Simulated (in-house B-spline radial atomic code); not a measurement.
A fraction x of an electron is moved 3d → 5s in Cd+, starting from [Kr] 4d10 5s1 and keeping the highest spin. All numbers are computed (scalar-relativistic (X2C) revTPSS, spin-polarised, spherical fractional occupations; Fermi nucleus of rms radius 4.6087 fm) with an all-electron radial atomic-structure program (B-spline basis), not measured.

```
    x  E(x) - E(0) (eV)  3d down level (eV)  5s down level (eV)
    0            0.0000            -401.988                   -
0.125           48.9255            -405.458             -12.454
 0.25           98.2515            -408.944             -12.731
0.375                 ?                   ?                   ?
  0.5          198.1069            -415.958             -13.325
0.625          248.6373            -419.486             -13.632
 0.75          299.5710            -423.027             -13.940
0.875                 ?                   ?                   ?
    1          402.6549            -430.146             -14.552
```

Q: What belongs in the row x = 0.375?

A: An energy change of 147.9786 eV; 3d down at -412.444 eV, 5s down at -13.023 eV.

Q: What belongs in the row x = 0.875?

A: An energy change of 350.9096 eV; 3d down at -426.580 eV, 5s down at -14.247 eV.

Q: Check Janak's theorem between x = 0.125 and 0.25.

A: The slope of the energy is 394.61 eV; the orbital levels give 394.61 eV (ε of the receiving orbital less ε of the emptying one, averaged over the two points).
